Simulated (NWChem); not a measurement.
Program: NWChem. System: thiourea (CH$_{4}$N$_{2}$S), charge 0, spin multiplicity 1, at a geometry optimised with B3LYP/def2-SVP. Level: G0W0@PBE/def2-TZVPD, RI basis def2-tzvpd-rifit.

The NWChem input:

```
start mol
memory heap 200 mb stack 700 mb global 1700 mb
geometry units angstroms nocenter noautoz
  N     -1.096516    -0.351608    -1.048769
  C      0.000000     0.000000    -0.315346
  N      1.096516     0.351608    -1.048769
  S      0.000000     0.000000     1.353408
  H     -1.189551    -0.054571    -2.014664
  H     -1.952430    -0.485514    -0.525175
  H      1.189551     0.054571    -2.014664
  H      1.952430     0.485514    -0.525175
  symmetry group C2
end
basis spherical
  * library def2-tzvpd
end
basis "ri basis" bse spherical
  * library def2-tzvpd-rifit
end
dft
  xc xpbe96 cpbe96
  iterations 100
  direct
  tolerances tight
end
task dft energy
gw
  method cdgw
  states alpha occ 4 vir 2
end
task dft gw
```

Part of the output:

```
             Northwest Computational Chemistry Package (NWChem) 7.3.0
             --------------------------------------------------------

                                NWChem Input Module
                                -------------------

 Scaling coordinates for geometry "geometry" by  1.889725989
 (inverse scale =  0.529177249)

 Turning off AUTOSYM since
 SYMMETRY directive was detected!

                             Geometry "geometry" -> ""
                             -------------------------

 Output coordinates in angstroms (scale by  1.889725989 to convert to a.u.)

  No.       Tag          Charge          X              Y              Z
 ---- ---------------- ---------- -------------- -------------- --------------
    1 N                    7.0000    -1.09651600    -0.35160800    -1.04876900
    2 C                    6.0000     0.00000000     0.00000000    -0.31534600
    3 N                    7.0000     1.09651600     0.35160800    -1.04876900
    4 S                   16.0000     0.00000000     0.00000000     1.35340800
    5 H                    1.0000    -1.18955100    -0.05457100    -2.01466400
    6 H                    1.0000    -1.95243000    -0.48551400    -0.52517500
    7 H                    1.0000     1.18955100     0.05457100    -2.01466400
    8 H                    1.0000     1.95243000     0.48551400    -0.52517500

 Effective nuclear repulsion energy (a.u.)     156.9925954962

            Nuclear Dipole moment (a.u.)
            ----------------------------
        X                 Y               Z
 ---------------- ---------------- ----------------
     0.0000000000     0.0000000000     0.0000151178

      Symmetry information
      --------------------

 Group name             C2
 Group number              4
 Group order               2
 No. of unique centers     5

      Symmetry unique atoms

     1    2    4    5    6


 Summary of "ao basis" -> "" (spherical)
 ------------------------------------------------------------------------------
       Tag                 Description            Shells   Functions and Types
 ---------------- ------------------------------  ------  ---------------------
 *                         def2-tzvpd                 on all atoms

 new library libraries.bse/

 Summary of "ri basis" -> "" (spherical)
 ------------------------------------------------------------------------------
       Tag                 Description            Shells   Functions and Types
 ---------------- ------------------------------  ------  ---------------------
 *                      def2-tzvpd-rifit              on all atoms

  pbe96 is a nonlocal functional; adding pw91lda local functional.

                                 NWChem DFT Module
                                 -----------------

 Summary of "ao basis" -> "ao basis" (spherical)
 ------------------------------------------------------------------------------
       Tag                 Description            Shells   Functions and Types
 ---------------- ------------------------------  ------  ---------------------
 N                         def2-tzvpd               13       37   6s3p3d1f
 C                         def2-tzvpd               13       37   6s3p3d1f
 S                         def2-tzvpd               16       46   6s6p3d1f
 H                         def2-tzvpd                5        9   3s2p

 Summary of "ao basis" -> "ao basis" (spherical)
 ------------------------------------------------------------------------------
       Tag                 Description            Shells   Functions and Types
 ---------------- ------------------------------  ------  ---------------------
 N                         def2-tzvpd               13       37   6s3p3d1f
 C                         def2-tzvpd               13       37   6s3p3d1f
 S                         def2-tzvpd               16       46   6s6p3d1f
 H                         def2-tzvpd                5        9   3s2p

      Symmetry analysis of basis
      --------------------------

        a         100
        b          93

            General Information
            -------------------
          SCF calculation type: DFT
          Wavefunction type:  closed shell.
          No. of atoms     :     8
          No. of electrons :    40
           Alpha electrons :    20
            Beta electrons :    20
          Charge           :     0
          Spin multiplicity:     1
          Use of symmetry is: on ; symmetry adaption is: on
          Maximum number of iterations: 100
          This is a Direct SCF calculation.
          AO basis - number of functions:   193
                     number of shells:    75
          Convergence on energy requested:  1.00D-06
          Convergence on density requested:  1.00D-05
          Convergence on gradient requested:  5.00D-04

              XC Information
              --------------
          PerdewBurkeErnzerhof Exchange Functional  1.000
            Perdew 1991 LDA Correlation Functional  1.000 local
           PerdewBurkeErnz. Correlation Functional  1.000 non-local

             Grid Information
             ----------------
          Grid used for XC integration:  medium
          Radial quadrature: Mura-Knowles
          Angular quadrature: Lebedev.
          Tag              B.-S. Rad. Rad. Pts. Rad. Cut. Ang. Pts.
          ---              ---------- --------- --------- ---------
          N                   0.65       49          12.0       434
          C                   0.70       49          11.0       434
          S                   1.00       88          11.0       590
[...]
 2-e energy   =     356.056646
 HOMO         =      -0.298739
 LUMO         =       0.022048

      Symmetry analysis of molecular orbitals - initial
      -------------------------------------------------

  Numbering of irreducible representations:

     1 a           2 b

  Orbital symmetries:

     1 a           2 a           3 b           4 a           5 a
     6 a           7 b           8 b           9 a          10 b
    11 a          12 a          13 a          14 b          15 b
    16 b          17 a          18 a          19 b          20 b
    21 b          22 a          23 a          24 b          25 b
    26 a          27 b          28 a          29 a          30 b

   convergence    iter        energy       DeltaE   RMS-Dens  Diis-err    time
 ---------------- ----- ----------------- --------- --------- ---------  ------
 d= 0,ls=0.0,diis     1   -547.8514111667 -7.05D+02  8.14D-03  1.42D+00     4.8
 d= 0,ls=0.0,diis     2   -547.3974062024  4.54D-01  7.45D-03  3.91D+00     8.8
 d= 0,ls=0.0,diis     3   -547.8718456647 -4.74D-01  2.85D-03  5.71D-01    12.8
 d= 0,ls=0.0,diis     4   -547.9416481479 -6.98D-02  8.68D-04  1.38D-01    16.8
 d= 0,ls=0.0,diis     5   -547.9547505601 -1.31D-02  3.15D-04  6.65D-03    20.6
 d= 0,ls=0.0,diis     6   -547.9553442755 -5.94D-04  1.29D-04  9.32D-04    24.5
 d= 0,ls=0.0,diis     7   -547.9554947390 -1.50D-04  2.80D-05  5.66D-05    28.4
 d= 0,ls=0.0,diis     8   -547.9555012712 -6.53D-06  3.39D-06  3.32D-07    32.3
 d= 0,ls=0.0,diis     9   -547.9555013196 -4.85D-08  9.54D-07  4.89D-08    36.2

         Total DFT energy =     -547.955501319642
      One electron energy =    -1064.585783064191
           Coulomb energy =      405.724734362246
    Exchange-Corr. energy =      -46.087048113929
 Nuclear repulsion energy =      156.992595496232

 Numeric. integr. density =       39.999997683793

     Total iterative time =     35.4s

                  Occupations of the irreducible representations
                  ----------------------------------------------

                     irrep           alpha         beta
                     --------     --------     --------
                     a                11.0         11.0
                     b                 9.0          9.0

                       DFT Final Molecular Orbital Analysis
                       ------------------------------------

 Vector   18  Occ=2.000000D+00  E=-2.541502D-01  Symmetry=a
              MO Center=  1.6D-16,  2.3D-15, -1.0D+00, r^2= 2.3D+00
   Bfn.  Coefficient  Atom+Function         Bfn.  Coefficient  Atom+Function
  ----- ------------  ---------------      ----- ------------  ---------------
     8      0.304460  1 N  py                82     -0.304460  3 N  py
    11      0.269017  1 N  py                85     -0.269017  3 N  py
    14      0.187621  1 N  py                88     -0.187621  3 N  py
     6     -0.108974  1 N  s                 80     -0.108974  3 N  s
    42      0.076060  2 C  s                  5     -0.075398  1 N  s

 Vector   19  Occ=2.000000D+00  E=-1.971704D-01  Symmetry=b
              MO Center= -1.3D-14, -7.9D-15,  7.3D-01, r^2= 2.7D+00
   Bfn.  Coefficient  Atom+Function         Bfn.  Coefficient  Atom+Function
  ----- ------------  ---------------      ----- ------------  ---------------
   128      0.451192  4 S  py               131      0.282470  4 S  py
   125      0.203498  4 S  py               119     -0.172731  4 S  py
     8     -0.135846  1 N  py                82     -0.135846  3 N  py
    11     -0.123435  1 N  py                85     -0.123435  3 N  py
    45      0.094805  2 C  py                14     -0.090331  1 N  py

 Vector   20  Occ=2.000000D+00  E=-1.814198D-01  Symmetry=b
              MO Center= -1.0D-14,  3.4D-16,  1.2D+00, r^2= 2.0D+00
   Bfn.  Coefficient  Atom+Function         Bfn.  Coefficient  Atom+Function
  ----- ------------  ---------------      ----- ------------  ---------------
   127      0.497502  4 S  px               130      0.355067  4 S  px
   124      0.225381  4 S  px               118     -0.190575  4 S  px
   121     -0.083954  4 S  px                 4      0.071279  1 N  s
    78     -0.071279  3 N  s                  6     -0.059848  1 N  s
    80      0.059848  3 N  s                  9      0.059486  1 N  pz

 Vector   21  Occ=0.000000D+00  E=-4.875205D-02  Symmetry=b
              MO Center= -7.9D-14,  8.7D-14, -1.0D-01, r^2= 3.9D+00
   Bfn.  Coefficient  Atom+Function         Bfn.  Coefficient  Atom+Function
  ----- ------------  ---------------      ----- ------------  ---------------
    45      0.375473  2 C  py                48      0.360199  2 C  py
    51      0.331128  2 C  py               131     -0.296291  4 S  py
   128     -0.231224  4 S  py               134     -0.161978  4 S  py
     8     -0.137159  1 N  py                82     -0.137159  3 N  py
    11     -0.128303  1 N  py                85     -0.128303  3 N  py

 Vector   22  Occ=0.000000D+00  E=-3.220775D-02  Symmetry=a
              MO Center=  3.3D-14, -3.9D-14, -1.9D+00, r^2= 7.4D+00
   Bfn.  Coefficient  Atom+Function         Bfn.  Coefficient  Atom+Function
  ----- ------------  ---------------      ----- ------------  ---------------
   160     -1.448666  5 H  s                178     -1.448666  7 H  s
     6      1.355523  1 N  s                 80      1.355523  3 N  s
    43      1.306734  2 C  s                169     -0.863108  6 H  s
   187     -0.863108  8 H  s                 52     -0.796396  2 C  pz
    42      0.738680  2 C  s                166     -0.646981  5 H  pz

 Vector   23  Occ=0.000000D+00  E= 7.461972D-03  Symmetry=b
              MO Center=  1.1D-14,  1.4D-15, -1.2D+00, r^2= 1.1D+01
   Bfn.  Coefficient  Atom+Function         Bfn.  Coefficient  Atom+Function
  ----- ------------  ---------------      ----- ------------  ---------------
     6      2.210310  1 N  s                 80     -2.210310  3 N  s
   160     -1.669315  5 H  s                178      1.669315  7 H  s
   169     -1.108849  6 H  s                187      1.108849  8 H  s
    66     -0.729446  2 C  d  1               5      0.606326  1 N  s
    79     -0.606326  3 N  s                166     -0.560899  5 H  pz

 center of mass
 --------------
 x =  -0.00000000 y =  -0.00000000 z =   0.12420175

 moments of inertia (a.u.)
 ------------------
         367.511573345716         -45.849390384004           0.000000000000
         -45.849390384004         511.302091977624          -0.000000000000
           0.000000000000          -0.000000000000         171.955414553946

     Multipole analysis of the density
     ---------------------------------

     L   x y z        total         alpha         beta         nuclear
     -   - - -        -----         -----         ----         -------
     0   0 0 0     -0.000000    -20.000000    -20.000000     40.000000

     1   1 0 0     -0.000000     -0.000000     -0.000000      0.000000
     1   0 1 0      0.000000      0.000000      0.000000      0.000000
     1   0 0 1     -1.922404     -0.961210     -0.961210      0.000015

     2   2 0 0    -19.286816    -58.365031    -58.365031     97.443245
     2   1 1 0      0.592266    -12.958421    -12.958421     26.509108
     2   1 0 1     -0.000000     -0.000000     -0.000000     -0.000000
     2   0 2 0    -26.155603    -17.020610    -17.020610      7.885618
     2   0 1 1      0.000000      0.000000      0.000000     -0.000000
     2   0 0 2    -21.798981   -107.268695   -107.268695    192.738410

 Task  times  cpu:       36.3s     wall:       36.3s

                                NWChem Input Module
                                -------------------

                                 NWChem GW Module
                                 ----------------

                             ***********************
                             ***        GW       ***
                             ***********************

 Summary of "ri basis" -> "ri basis" (spherical)
 ------------------------------------------------------------------------------
       Tag                 Description            Shells   Functions and Types
 ---------------- ------------------------------  ------  ---------------------
 N                      def2-tzvpd-rifit            26       92   9s7p5d4f1g
 C                      def2-tzvpd-rifit            26       92   9s7p5d4f1g
 S                      def2-tzvpd-rifit            33      129   10s8p7d6f2g
 H                      def2-tzvpd-rifit            10       24   5s3p2d

                 Memory Information
                 ------------------
          Available GA per process is          1699.7 MBs
          Available stack per process is        700.0 MBs
          Available heap per process is           0.0 MBs

          Peak memory in Initialization
              Peak GA per process is                 18.5 MBs
              Peak stack per process is               0.5 MBs
              Peak heap per process is               19.1 MBs
              Memory not in MA per process            0.0 MBs

          Peak memory in CDGW Calculation
              Peak GA per process is                 22.6 MBs
              Peak stack per process is               3.8 MBs
              Peak heap per process is                4.2 MBs
              Memory not in MA per process            0.0 MBs

          Computing 2-center integrals
          Computing Inverse Cholesky factor
          Computing 3-center integrals
          Computing Vxc

          Computing Sigma_x
          Computing W(iw) on the imaginary grid
          Solving quasiparticle equations

                  Alpha Orbitals
          State     Energy (eV)     Error (eV)
          -----------------------------------
@GW        17        -11.719           0.007
@GW        18         -9.551           0.002
@GW        19         -7.900           0.002
@GW        20         -7.569           0.002
@GW        21          1.209           0.002
@GW        22          1.001           0.004

     GW Timing Statistics
   ------------------------
   Init.   :          0.1s
     ERIs  :          2.5s
     Distr.:          0.0s
     Vxc   :          0.4s
   Vmo     :          0.0s
   iW      :          4.3s
   I_n     :          0.0s
   R_n     :          0.4s
   GW total:          7.8s

 Task  times  cpu:        7.8s     wall:        7.8s

 Total times  cpu:       44.1s     wall:       44.1s
```
